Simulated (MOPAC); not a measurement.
MOPAC input (PM7):

```
PM7 1SCF CHARGE=-1 GEO-OK AUX(PRECISION=9) THREADS=1
C3HO

C     1.58735500 1    1.00251000 1    0.74862200 1
C     0.60003800 1    0.34711500 1    0.36065900 1
C    -0.51716100 1   -0.45249600 1    0.06311600 1
O    -1.14520500 1   -0.53716200 1   -0.99400300 1
H    -0.85975800 1   -1.08547400 1    0.91764700 1
```

Output:

```
 *******************************************************************************
 **                                                                           **
 **                              MOPAC v23.2.5                                **
 **                                                                           **
 *******************************************************************************
 ** MOPAC's Digital Object Identifier: https://doi.org/10.5281/zenodo.6511958 **
 **                                                                           **
 ** Please cite the open-source release paper for use of this MOPAC version:  **
 ** J. E. Moussa and J. J. P. Stewart (2026)                                  **
 ** MOPAC: An open-source semiempirical molecular orbital program             **
 ** J. Open Source Softw., 11(119), 8025, https://doi.org/10.21105/joss.08025 **
 *******************************************************************************

                              PM7 CALCULATION RESULTS

 *******************************************************************************
 *  PM7        - The PM7 Hamiltonian to be used
 *  GEO-OK     - OVERRIDE INTERATOMIC DISTANCE AND OTHER SAFETY CHECKS
 *
 *
 *
 *                 CHARGE ON SYSTEM = -1
 *
 *
 *
 *  1SCF       - DO 1 SCF AND THEN STOP
 *  AUX        - OUTPUT AUXILIARY INFORMATION
 *******************************************************************************
PM7 1SCF CHARGE=-1 GEO-OK AUX(PRECISION=9) THREADS=1
 C3HO

   ATOM   CHEMICAL          X               Y               Z
  NUMBER   SYMBOL      (ANGSTROMS)     (ANGSTROMS)     (ANGSTROMS)

     1       C          1.58735500  *   1.00251000  *   0.74862200  *
     2       C          0.60003800  *   0.34711500  *   0.36065900  *
     3       C         -0.51716100  *  -0.45249600  *   0.06311600  *
     4       O         -1.14520500  *  -0.53716200  *  -0.99400300  *
     5       H         -0.85975800  *  -1.08547400  *   0.91764700  *

          CARTESIAN COORDINATES

    NO.       ATOM           X           Y           Z

     1         C          1.5874      1.0025      0.7486
     2         C          0.6000      0.3471      0.3607
     3         C         -0.5172     -0.4525      0.0631
     4         O         -1.1452     -0.5372     -0.9940
     5         H         -0.8598     -1.0855      0.9176

 General Reference for PM7:
 "Optimization of Parameters for Semiempirical Methods VI: More Modifications to the
 NDDO Approximations and Re-optimization of Parameters", J. J. P. Stewart, J. Mol. Mod., 1:32, 19 (2013)
 https://link.springer.com/article/10.1007/s00894-012-1667-x

           Empirical Formula: C3 H O  =     5 atoms

      MOLECULAR POINT GROUP   :   Cs

      RHF CALCULATION, NO. OF DOUBLY OCCUPIED LEVELS = 10

 -------------------------------------------------------------------------------
 PM7 1SCF CHARGE=-1 GEO-OK AUX(PRECISION=9) THREADS=1
 C3HO

     1SCF WAS SPECIFIED, SO BFGS WAS NOT USED
     SCF FIELD WAS ACHIEVED

                              PM7 CALCULATION
                                                       MOPAC v23.2.5 Linux

          FINAL HEAT OF FORMATION =         35.93808 KCAL/MOL =     150.36492 KJ/MOL

          COSMO AREA              =         92.27 SQUARE ANGSTROMS
          COSMO VOLUME            =         74.05 CUBIC ANGSTROMS

          IONIZATION POTENTIAL    =          4.262732 EV
          HOMO LUMO ENERGIES (EV) =         -4.263  5.919
          NO. OF FILLED LEVELS    =         10
          MOLECULAR WEIGHT        =         53.0403         POINT GROUP:  Cs

          MOLECULAR DIMENSIONS (Angstroms)

            Atom       Atom       Distance
            O     4    C     1     3.58807
            H     5    C     1     1.79094
            O     4    C     2     0.00000

          SCF CALCULATIONS        =          1

   ATOM   CHEMICAL          X               Y               Z
  NUMBER   SYMBOL      (ANGSTROMS)     (ANGSTROMS)     (ANGSTROMS)

     1       C          1.58735500  *   1.00251000  *   0.74862200  *
     2       C          0.60003800  *   0.34711500  *   0.36065900  *
     3       C         -0.51716100  *  -0.45249600  *   0.06311600  *
     4       O         -1.14520500  *  -0.53716200  *  -0.99400300  *
     5       H         -0.85975800  *  -1.08547400  *   0.91764700  *

                             CARTESIAN COORDINATES

   1    C        1.587355000     1.002510000     0.748622000
   2    C        0.600038000     0.347115000     0.360659000
   3    C       -0.517161000    -0.452496000     0.063116000
   4    O       -1.145205000    -0.537162000    -0.994003000
   5    H       -0.859758000    -1.085474000     0.917647000

           Empirical Formula: C3 H O  =     5 atoms

      MOLECULAR POINT GROUP   :   Cs

                  EIGENVALUES
 -24.49056 -19.18922 -16.42817 -11.42505  -9.60220  -8.59917  -5.48714  -4.49753
  -4.39303  -4.26273   5.91897   8.23728   8.82186   9.87805  10.76131  11.13487
  13.91310

              NET ATOMIC CHARGES AND DIPOLE CONTRIBUTIONS

  ATOM NO.   TYPE          CHARGE      No. of ELECS.   s-Pop       p-Pop
    1          C          -0.062914        4.0629     1.64947     2.41345
    2          C          -0.791164        4.7912     1.11273     3.67844
    3          C           0.464729        3.5353     1.10661     2.42866
    4          O          -0.646857        6.6469     1.88274     4.76411
    5          H           0.036205        0.9638     0.96379
 DIPOLE           X         Y         Z       TOTAL
 POINT-CHG.    -0.427    -1.053     1.711     2.054
 HYBRID        -1.701    -1.068    -0.817     2.169
 SUM           -2.128    -2.122     0.893     3.135

          ATOMIC ORBITAL ELECTRON POPULATIONS

     Atom    s        px        py        pz
    1  C   1.64947   0.96150   0.74282   0.70913
    2  C   1.11273   1.14072   1.24141   1.29630
    3  C   1.10661   0.80910   0.78706   0.83250
    4  O   1.88274   1.60978   1.71157   1.44276
    5  H   0.96379

 **********************
 *                    *
 * JOB ENDED NORMALLY *
 *                    *
 **********************

 == MOPAC DONE ==
```

The dipole moment of an ion depends on the origin.

The geometry given is a B3LYP-D3(BJ)/def2-TZVP minimum.
